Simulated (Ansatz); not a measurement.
`CC(=O)[O][SnH3]` and `CC(=O)[SiH3]` differ in one atom or group.

Ansatz, PBE0-D4/def2-TZVP geometries, multiplicity 1. 

Elements past krypton have def2 core potentials.

```tsv
property	`CC(=O)[O][SnH3]`
HOMO energy (PBE0/def2-TZVPP) / eV	-8.02
HOMO–LUMO gap (ωB97M-V/def2-TZVPP) / eV	11.38
size of the dipole moment (B3LYP/def2-TZVPP) / D	0.93
HOMO–LUMO gap (B3LYP/def2-TZVPP) / eV	7.04
HOMO energy (PBE/def2-TZVPP) / eV	-6.43
zero-point energy (PBE0-D4/def2-TZVP) / kJ/mol	189.0
```

**Question.** Give the same properties after the change, and the shifts. (An estimate is asked.)

**Answer.** The calculation gave: 
| property | `CC(=O)[SiH3]` | shift |
| --- | --- | --- |
| HOMO energy (PBE0/def2-TZVPP) / eV | -6.96 | 1.06 |
| HOMO–LUMO gap (ωB97M-V/def2-TZVPP) / eV | 10.25 | -1.13 |
| size of the dipole moment (B3LYP/def2-TZVPP) / D | 2.51 | 1.58 |
| HOMO–LUMO gap (B3LYP/def2-TZVPP) / eV | 5.24 | -1.80 |
| HOMO energy (PBE/def2-TZVPP) / eV | -5.53 | 0.90 |
| zero-point energy (PBE0-D4/def2-TZVP) / kJ/mol | 184.7 | -4.3 |

With PBE0 the HOMO rises by 1.06 eV and the LUMO falls by 0.78 eV, so the gap narrows by about 1.84 eV. PBE moves the HOMO by 0.90 eV and ωB97M-V by 1.15 eV. The zero-point energy changes by -4.3 kJ/mol with -3 modes. Dipoles are sizes alone; their direction can turn.

B3LYP here is the variant with VWN-RPA as its local correlation; programs differ in this.
